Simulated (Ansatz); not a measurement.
Reaction (ligand exchange at the Al–C bond): `[CH3][AlH][C](=N)O` + H₂Te → `[CH3][AlH][TeH]` + `N=CO`

Gas-phase electronic energies from Ansatz, PBE0-D4/def2-TZVP geometries. CCSD(T)/CBS adds triple-zeta CCSD(T) − MP2 to the extrapolated MP2 energy (def2 sets, frozen cores). This one scheme is used for every species. DFT in def2-TZVPP. Elements past krypton have def2 core potentials. For Te outer-core shells are correlated without core-valence functions, which leaves a few kJ/mol of doubt a bond. One conformer a species, not always the lowest.

CCSD(T)/CBS gives -1.36 eV.

(1) Another level gave -1.30 eV. Which?
A. ωB97X-V/def2-TZVPP
B. MP2/def2-TZVPP
C. HF/def2-TZVPP
D. SCS-MP2/def2-TZVPP

Largest T1 diagnostic among the species: 0.014.

Answers

(1) A. ωB97X-V -1.30, SCS-MP2/def2-TZVPP -1.36, HF/def2-TZVPP -1.45, MP2/def2-TZVPP -1.41 eV.

In def2-TZVPP, CCSD(T) changes the Hartree–Fock value by +0.13 eV (the triples alone add +0.01 eV) and MP2 by +0.04 eV. From PBE to PBE0 (25 % exact exchange), in def2-TZVPP and without D4, ΔE moves by −0.07 eV.
